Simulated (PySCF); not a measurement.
Simulated C 1s region for `CC#C/C=C\O[SiH3]`, binding energy against the vacuum level.

Every computed line was given a Gaussian of 0.4 eV full width at half maximum and an area set by the number of equivalent atoms; the highest printed point is 100. Method used: delta-SCF UKS SCAN, pcX-2 on the ionised atom, pcseg-1 elsewhere, spin-free X2C (PySCF).

```tsv
binding energy (eV)	intensity
289.3	0
289.4	2
289.5	8
289.6	24
289.7	51
289.8	81
289.9	100
290.0	98
290.1	77
290.2	53
290.3	44
290.4	51
290.5	61
290.6	55
290.7	36
290.8	17
290.9	6
291.0	2
291.1	3
291.2	10
291.3	27
291.4	50
291.5	70
291.6	79
291.7	81
291.8	75
291.9	59
292.0	35
292.1	16
292.2	5
292.3	1
292.4	0
```

How many maxima does the curve show, and how many computed lines lie under it?

The curve has 3 maxima (at 289.9, 290.5 and 291.7 eV). Under it lie 5 lines from 5 inequivalent carbon sites. At this width some lines have no maximum of their own.

Decompose the envelope and assign each component. Numbering: `[CH3:1][C:2]#[C:3]/[CH:4]=[CH:5]\[O:6][SiH3:7]`.

```tsv
position (eV)	relative area	line	atoms	environment
289.84	1	C 1s	C2	alkyne carbon
290.04	1	C 1s	C3	alkyne carbon
290.53	1	C 1s	C4	alkene CH carbon
291.52	1	C 1s	C1	propargylic carbon
291.82	1	C 1s	C5	vinylic carbon bearing oxygen
```

The listed C 1s values span 1.98 eV, from C2 (bonded to C (triple bond) and C) to C5 (bonded to O, C (double bond) and H). The widest gap between neighbouring values is 0.99 eV, between 290.53 and 291.52 eV. Summing the Pauling electronegativity differences to the bonded atoms, each weighted by its formal bond order, gives 0.00 for the lowest site and +0.54 for the highest; no listed site has a larger sum than the highest. The smallest sum, -1.05, belongs to C1, 1.68 eV above the lowest.

The curve has no shake-up lines and no vibrational structure. Spin contamination (⟨S²⟩ against 0.75 for a pure doublet) is marked for C 1s of C3 (0.86) and C 1s of C5 (0.87), which makes these values less certain. The structure is a single PBE0-D3(BJ)/def2-SVP conformer in the gas phase; no vibrational or solvent corrections.

The values belong to the conformer `[CH3:1][C:2]#[C:3]/[CH:4]=[CH:5]\[O:6][SiH3:7]`: C4–C5–O6–Si7 0°.
